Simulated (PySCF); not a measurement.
A species of formula C3H7FOSi has this rotational fingerprint, computed with wB97X-D/def2-SVPD in PySCF (dipole) on a GFN2-xTB geometry, gas phase:

| Quantity | Value |
| --- | --- |
| Rotational constants | A = 6865, B = 1571, C = 1309 MHz |
| Dipole components | \|μa\| = 2.42 D, \|μb\| = 0.19 D, \|μc\| = 0.00 D |
| Inertial defect | -9.23 u·Å² |
| κ | -0.91 |

**Question.** Which candidate fits, each taken in the one conformer that was computed?
A. `C[C@@H]1CO[Si@@H]1F`
B. `[CH2:1]=[C:2]([O:3][CH3:4])[SiH2:5][F:6]` with C1–C2–O3–C4 0°, C1–C2–Si5–F6 0°
C. `F[C@H]1CO[Si@H]1C`
D. `[OH:1][Si@@H:2]1[CH2:3][CH2:4][C@H:5]1[F:6]` with H–O1–Si2–C3 173°, O1–Si2–C3–C4 -126°, Si2–C3–C4–C5 14°, C3–C4–C5–F6 -135°, O1–Si2–C5–C4 119°
E. `[F:1][CH2:2][C@H:3]1[CH2:4][SiH2:5][O:6]1` with F1–C2–C3–C4 71°

**Answer.** B. It is C=C(OC)[SiH2]F, a near-prolate asymmetric top, point group Cs. The candidates at the same level (rigid rotor, commonest isotopes):

| SMILES | A (MHz) | B (MHz) | C (MHz) | μa (D) | μb (D) | μc (D) | Δ (u·Å²) | point group | rotor |
| --- | --- | --- | --- | --- | --- | --- | --- | --- | --- |
| C[C@@H]1CO[Si@@H]1F | 4037 | 2777 | 1967 | 1.97 | 0.42 | 1.59 | -50.29 | C1 | asymmetric top |
| FC[C@H]1C[SiH2]O1 | 7603 | 1702 | 1539 | 1.56 | 0.75 | 0.40 | -34.93 | C1 | near-prolate asymmetric top |
| O[Si@@H]1CC[C@H]1F | 4306 | 2297 | 1706 | 1.56 | 0.00 | 0.25 | -41.15 | C1 | asymmetric top |
| C=C(OC)[SiH2]F | 6865 | 1571 | 1309 | 2.42 | 0.19 | 0.00 | -9.23 | Cs | near-prolate asymmetric top |
| C[Si@@H]1OC[C@@H]1F | 3873 | 2666 | 1893 | 0.78 | 0.20 | 0.99 | -53.10 | C1 | asymmetric top |

`O[Si@@H]1CC[C@H]1F` has B 46 % too high; `FC[C@H]1C[SiH2]O1` has C 18 % too high; `C[Si@@H]1OC[C@@H]1F` has B 70 % too high; `C[C@@H]1CO[Si@@H]1F` has B 77 % too high. In the right answer the mirror of this Cs structure is the ab plane, so μc vanishes by symmetry. No structure here is proved a minimum.
